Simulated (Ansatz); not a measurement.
Total energies of C6H4Se4, SMILES `C1=C[Se]C(=C2[Se]C=C[Se]2)[Se]1`.

```xyz
14

C     2.5341    0.9144    1.9904
C     1.4918    1.0884    2.7945
Se   -0.2437    1.0888    2.0700
C     0.3718    0.5234    0.3686
C    -0.4434    0.0662   -0.5892
Se   -2.3210   -0.0760   -0.3705
C    -2.5050   -1.1533   -1.9010
C    -1.4627   -1.3276   -2.7050
Se    0.1712   -0.4924   -2.2931
Se    2.2485    0.6725    0.1474
H     3.5626    0.9272    2.3283
H     1.5768    1.2590    3.8602
H    -3.4833   -1.5793   -2.0844
H    -1.4975   -1.9113   -3.6161
```

Total charge 0; spin multiplicity 1. Correlated methods include outer-core shells of Se, which these sets cover unevenly. Scalar relativity is left out up to krypton. Geometry: relaxed with PBE0-D4/def2-TZVP. Basis def2-TZVPP, Ansatz 0.2.0.

RPA on PBE orbitals: Hartree–Fock energy of these orbitals -9828.75823 Eh, correlation -3.06764 Eh (frozen core).

| functional | energy without D4 (Eh) | D4 term (kJ/mol) |
| --- | --- | --- |
| LDA (SPW92) | -9821.52950 | – |
| PBE | -9835.56062 | -75.2 |
| revPBE | -9836.42759 | -196.1 |
| BLYP | -9837.33178 | -161.9 |
| r2SCAN | -9837.11168 | -17.9 |
| B97M-V | -9835.54650 | – |
| PBE0 | -9835.87271 | -64.7 |
| B3LYP | -9837.40748 | -123.6 |
| r2SCANh | -9837.08365 | -19.7 |
| r2SCAN0 | -9837.04511 | -22.0 |
| HSE06 (plane-wave form) | -9835.87349 | -61.3 |
| BHLYP | -9837.06467 | -106.8 |
| CAM-B3LYP | -9837.62710 | -67.6 |
| LC-ωPBE | -9835.77073 | – |
| ωB97X-V | -9836.32866 | – |
| ωB97M-V | -9836.66571 | – |
| B2PLYP | -9835.57074 | – |
| PBE-QIDH | -9834.56930 | – |

B3LYP takes the VWN-RPA correlation (the form of Gaussian; ORCA's B3LYP/G). HSE06 is the plane-wave form, built on full-range PBE exchange. The double hybrids freeze the cores in their second-order part.

LC-ωPBE has ω = 0.4 bohr⁻¹.
